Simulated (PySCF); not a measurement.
Neon: a sound run and one with changed settings

Sound run: Ne⁺ [He] 2s2 2p5, Ne²⁺ [He] 2s2 2p4. Calculation: PySCF 2.14, in pcseg-2 (4s3p2d1f, 30 functions); no relativity, point nucleus. The sound run starts from symmetry-adapted Hartree-Fock orbitals and uses a fine grid where one is needed.

A second run was set up differently.

```json
{"species": "Ne⁺", "method": "UHF", "sound run (hartree)": "-127.81101", "changed run (hartree)": "-127.81101", "converged": "yes"}
{"species": "Ne⁺", "method": "LDA", "sound run (hartree)": "-127.40639", "changed run (hartree)": "-127.40424", "converged": "yes"}
{"species": "Ne⁺", "method": "TPSS", "sound run (hartree)": "-128.18029", "changed run (hartree)": "-128.18387", "converged": "yes"}
{"species": "Ne²⁺", "method": "UHF", "sound run (hartree)": "-126.36567", "changed run (hartree)": "-126.36567", "converged": "yes"}
{"species": "Ne²⁺", "method": "LDA", "sound run (hartree)": "-125.88277", "changed run (hartree)": "-125.87960", "converged": "yes"}
{"species": "Ne²⁺", "method": "TPSS", "sound run (hartree)": "-126.67356", "changed run (hartree)": "-126.67157", "converged": "yes"}
```

Ionisation energy of Ne⁺:

```tsv
method	sound run (eV)	changed run (eV)
UHF	39.330	39.330
LDA	41.460	41.487
TPSS	41.000	41.152
```

Task: What was changed?
A. too few SCF iterations
B. radial grid too coarse
C. minimal basis
D. basis contracted for another Hamiltonian

Result: B. It used radial step 0.5 in ln r (0.13 in the sound run). A coarse radial grid mis-integrates the density and the exchange-correlation energy, with errors of either sign; Hartree-Fock needs no grid.
